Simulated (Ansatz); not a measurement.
Start from `[F][Ga]([Cl])[Br]` and change one element to get `FB(Cl)Br`.

Ansatz, PBE0-D4/def2-TZVP geometries, multiplicity 1. 

Scalar relativity is left out up to krypton.

| property | `[F][Ga]([Cl])[Br]` |
| --- | --- |
| HOMO–LUMO gap (PBE/def2-TZVPP) / eV | 4.83 |
| size of the dipole moment (PBE/def2-TZVPP) / D | 1.00 |
| LUMO energy (ωB97M-V/def2-TZVPP) / eV | -0.14 |
| size of the dipole moment (ωB97M-V/def2-TZVPP) / D | 1.01 |
| ideal-gas entropy at 298 K and 1 bar (rigid rotor, harmonic PBE0-D4/def2-TZVP) / J/(mol·K) | 341 |
| HOMO energy (B3LYP/def2-TZVPP) / eV | -8.92 |

Q: Give the same properties after the change, and the shifts. (Estimate.)

A: The calculation gave: 
| property | `FB(Cl)Br` | shift |
| --- | --- | --- |
| HOMO–LUMO gap (PBE/def2-TZVPP) / eV | 5.36 | 0.53 |
| size of the dipole moment (PBE/def2-TZVPP) / D | 0.27 | -0.73 |
| LUMO energy (ωB97M-V/def2-TZVPP) / eV | 0.97 | 1.11 |
| size of the dipole moment (ωB97M-V/def2-TZVPP) / D | 0.29 | -0.72 |
| ideal-gas entropy at 298 K and 1 bar (rigid rotor, harmonic PBE0-D4/def2-TZVP) / J/(mol·K) | 305 | -36 |
| HOMO energy (B3LYP/def2-TZVPP) / eV | -8.58 | 0.34 |

With PBE0 the HOMO rises by 0.33 eV and the LUMO rises by 0.91 eV, so the gap widens by about 0.58 eV. PBE moves the HOMO by 0.35 eV and ωB97M-V by 0.34 eV. Dipoles are sizes alone; their direction can turn.

B3LYP here is the variant with VWN-RPA as its local correlation; programs differ in this.

Spin–orbit coupling is left out; it splits and shifts lone-pair levels of the heavy atoms by tenths of an eV.
